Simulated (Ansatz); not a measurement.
C2H3GaS (`C#[C][GaH][SH]`) from Hartree–Fock to CCSD(T)

```xyz
7

C    -0.6321   -1.3210   -1.4966
C    -0.0941   -0.4634   -0.8367
Ga    0.7442    0.8855    0.2214
S     0.0638    1.0664    2.2974
H    -1.1050   -2.0770   -2.0816
H     1.8540    1.8392   -0.2916
H    -0.8308    0.0702    2.1875
```

Charge 0, multiplicity 1. Correlated methods include outer-core shells of Ga, which these sets cover unevenly. Scalar relativity is left out up to krypton. The structure was optimised at the PBE0-D4/def2-TZVP level. It is one conformer, not always the lowest. Frozen core, restricted reference, Ansatz.

```
     basis      HF (Eh)  MP2 corr.  CCSD corr.       (T)  CCSD(T) total
  def2-SVP  -2397.81034          ?    -0.61101         ?              ?
def2-TZVPP            ?          ?    -0.72344  -0.03623              ?
def2-QZVPP  -2398.34027   -0.98175           –         –              –
```

Fill in the withheld values. (Estimate.)

Computed: def2-SVP MP2 corr.: -0.58850; def2-SVP (T): -0.02398; def2-SVP CCSD(T) total: -2398.44533; def2-TZVPP HF (Eh): -2398.28590; def2-TZVPP MP2 corr.: -0.69978; def2-TZVPP CCSD(T) total: -2399.04557.
